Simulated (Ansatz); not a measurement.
`CC(=O)OBCl` + H–F → `CC(=O)OBF` + HCl at 500 K and 1 bar (ligand exchange at a B–Cl bond).

Gas-phase electronic energies from Ansatz, PBE0-D4/def2-TZVP geometries. CCSD(T)/CBS adds triple-zeta CCSD(T) − MP2 to the extrapolated MP2 energy (def2 sets, frozen cores). This one scheme is used for every species. One conformer a species, not always the lowest.

```tsv
species	CCSD(T)/CBS energy (Eh)	H − E (kJ/mol)	S (J/(mol·K))
`CC(=O)OBCl`	-713.52185	218.4	414.5
H–F	-100.39570	39.4	188.7
`CC(=O)OBF`	-353.55713	221.3	400.6
HCl	-460.38127	32.5	201.9
```

H − E and S are ideal-gas, rigid-rotor, harmonic terms from PBE0-D4/def2-TZVP, for one conformer and one mirror image of each species. 1 Eh = 2625.50 kJ/mol, R = 8.31446 J/(mol·K).

**Question.** By hand: ΔE, ΔH, ΔS and ΔG.

**Answer.** ΔE = (-353.55713) + (-460.38127) − (-713.52185) − (-100.39570) = -0.02085 Eh = -54.7 kJ/mol. Δ(H − E) = 221.3 + 32.5 − 218.4 − 39.4 = -4.0, so ΔH = -58.7 kJ/mol. ΔS = 400.6 + 201.9 − 414.5 − 188.7 = -0.7 J/(mol·K). ΔG = -58.7 − 500 × (-0.7)/1000 = -58.4 kJ/mol.

**Question.** By hand: the equilibrium constant, and the temperature at which ΔG would vanish if ΔH and ΔS stayed fixed.

**Answer.** log₁₀ K = −ΔG/(RT ln 10) = 6.1. ΔG = 0 at ΔH/ΔS = 83857 K, far beyond where these terms or the molecules hold.

The number of gas molecules stays the same, so ΔS is small and ΔH decides. A doubt of 5 kJ/mol in ΔE shifts log₁₀ K by 0.5 here. Other conformers and mirror images would add mixing entropy, several J/(mol·K) or more a flexible species. These are equilibria of isolated gas molecules and say nothing of rates. Largest T1 diagnostic: 0.015 (customary marks: 0.02 for closed shells, 0.045 for open ones).
